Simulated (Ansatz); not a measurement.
```xyz
10

B     1.4508    0.8941   -0.9447
Al    1.2785   -0.9410    0.1043
S    -0.6393   -1.4711    0.9987
C    -1.7021   -0.0537    0.5689
H     1.2536    0.9855   -2.1245
H     1.7393    1.9256   -0.4043
H     2.4286   -2.0145    0.3179
H    -1.2691    0.8871    0.9061
H    -2.6526   -0.1995    1.0809
H    -1.8878   -0.0126   -0.5034
```

Total charge 0; spin multiplicity 1.

Q: List the B3LYP/def2-TZVPP orbital energies in eV (the Gaussian-basis code of Ansatz). (An estimate is asked.)

A: Ansatz gave: Occupied: -2417.40, -1524.29, -277.66, -215.41, -184.11, -159.98, -159.85, -159.81, -112.29, -73.02, -72.87, -72.81, -21.03, -17.20, -13.88, -12.07, -11.91, -10.85, -9.74, -9.65, -8.02, -7.25, -6.86. Lowest empty: -2.72, -1.31, 0.21, 0.56, 1.66, 1.86, 2.35, 2.43.

B3LYP here is the variant with VWN-RPA as its local correlation; programs differ in this.
